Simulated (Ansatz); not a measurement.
```yaml
crystal:
  periodic: [false, false, false]
  atoms:
    - {symbol: O, position_ang: [-0.353329, 1.308898, -0.625393]}
    - {symbol: P, position_ang: [-1.060746, -0.087080, -1.360263]}
    - {symbol: Si, position_ang: [0.046692, -1.455173, 0.099786]}
    - {symbol: Ga, position_ang: [0.999891, 0.613408, 0.954120]}
    - {symbol: H, position_ang: [-0.105389, 1.967165, -1.281231]}
    - {symbol: H, position_ang: [-2.266501, -0.053332, -0.608515]}
    - {symbol: H, position_ang: [0.892802, -2.399368, -0.681533]}
    - {symbol: H, position_ang: [-0.926553, -2.261047, 0.887660]}
    - {symbol: H, position_ang: [0.386335, 1.280207, 2.235189]}
    - {symbol: H, position_ang: [2.386780, 1.086323, 0.380189]}
basis:
  gaussian: {orbitals: "6-31G*"}
total_charge: -3
magnetization: {spin_polarized: true, initial_magnetization: 1}
hamiltonian: {xc: {name: CAM-B3LYP}, dispersion: d3bjatm}
scf: {lower_state_search: light}
output: {forces: true}
```

```sh
$ ansatz run in.yaml --threads 2 --pin off --events-out ev --progress --plain --max-ram 31744MiB --backend cpu
```

It prints (some lines left out):

```
Functional definition: CAM-B3LYP
960 factors; integrals over basis functions are off by at most 6.6e-4 eV
336 factors; integrals over basis functions are off by at most 4.5e-6 eV
mean field evaluation 1: about -71619.7106 eV, gradient 8.9e1 eV
mean field evaluation 2: about -71471.9269 eV, gradient 1.7e2 eV
mean field evaluation 4: about -71664.9491 eV, gradient 2.0e1 eV
mean field evaluation 8: about -71667.4741 eV, gradient 6.0e-1 eV
mean field evaluation 16: about -71667.6397 eV, gradient 7.6e-2 eV
mean field evaluation 32: about -71667.6436 eV, gradient 1.6e-2 eV
mean field evaluation 64: about -71667.6438 eV, gradient 1.7e-5 eV
mean field -71667.64376777 eV, -2633.7373303919 hartree, gradient 1.1e-6 eV, S^2 0.759540; 6 other end points of the search recorded, 0 dependent functions left out
reference -71667.64390285 eV, -2633.7373353561 hartree; 39, 38 occupied and 61, 62 virtual orbitals, 960 factors
Total energy: -71667.88172215 eV, -2633.7460750539 hartree
Atom 0 at    -0.353329     1.308898    -0.625393 Å, force     0.026235     0.907121     1.942615 eV/Å
Atom 1 at    -1.060746    -0.087080    -1.360263 Å, force    -1.291533    -1.971666    -2.344367 eV/Å
Atom 2 at     0.046692    -1.455173     0.099786 Å, force     0.692669     0.613939     0.650613 eV/Å
Atom 3 at     0.999891     0.613408     0.954120 Å, force     0.874149     0.364811     0.706459 eV/Å
Atom 4 at    -0.105389     1.967165    -1.281231 Å, force     0.494935     0.709526    -0.864777 eV/Å
Atom 5 at    -2.266501    -0.053332    -0.608515 Å, force    -0.413993     0.148916     0.243915 eV/Å
Atom 6 at     0.892802    -2.399368    -0.681533 Å, force     0.050087    -0.503872    -0.477652 eV/Å
Atom 7 at    -0.926553    -2.261047     0.887660 Å, force    -0.533444    -0.447304     0.012332 eV/Å
Atom 8 at     0.386335     1.280207     2.235189 Å, force    -0.198811     0.157456     0.263258 eV/Å
Atom 9 at     2.386780     1.086323     0.380189 Å, force     0.299707     0.021072    -0.132397 eV/Å
Dipole moment:    -1.172107    -0.642717    -1.169342 e Å
```

Something in this input is off. What?

The charge is far from anything that the molecule holds. The run converged. The result belongs to that input, not to the molecule as meant.
